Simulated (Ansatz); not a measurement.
Li₆Al₂. Charge 0, multiplicity 3. Geometry PBE-D4/def2-SVP, that of the neutral singlet; atoms count from 1.

```xyz
8

Al   -0.748   -1.114   -0.550
Al    1.350    0.503   -0.154
Li   -3.237   -1.081    0.476
Li    0.771   -0.364   -2.577
Li    1.652    2.682    1.395
Li   -0.313   -0.066    1.922
Li    1.686   -2.110   -0.320
Li   -1.160    1.551   -0.192
```

At PBE0-D4/def2-TZVP a singlet of charge 0 lies 0.06 eV below the triplet at the same geometry. The structure comes from a short search, and lower isomers may exist.

Q: Estimate the Mulliken populations from the PBE0/def2-TZVP orbitals of Ansatz.

A: 
```
atom  charge (e)  spin (α − β)
 Al1       -1.20          0.24
 Al2       -1.21          0.24
 Li3        0.33          0.31
 Li4        0.48          0.13
 Li5        0.34          0.31
 Li6        0.39          0.33
 Li7        0.48          0.13
 Li8        0.39          0.32
```
Mulliken values depend strongly on the basis.

Q: Where does the spin sit?

A: Summed by element: Al 0.48, Li 1.52, of 2 unpaired in all. Largest on single atoms: Li6 0.33, Li8 0.32, Li3 0.31.

Q: And the Mayer bond orders between heavy atoms (over 0.3)?

A: Al1–Al2 1.43 (2.68 Å); Al1–Li3 0.52 (2.69 Å); Al1–Li4 0.33 (2.64 Å); Al1–Li7 0.33 (2.64 Å); Al2–Li4 0.33 (2.64 Å); Al2–Li5 0.52 (2.69 Å); Al2–Li7 0.33 (2.64 Å).
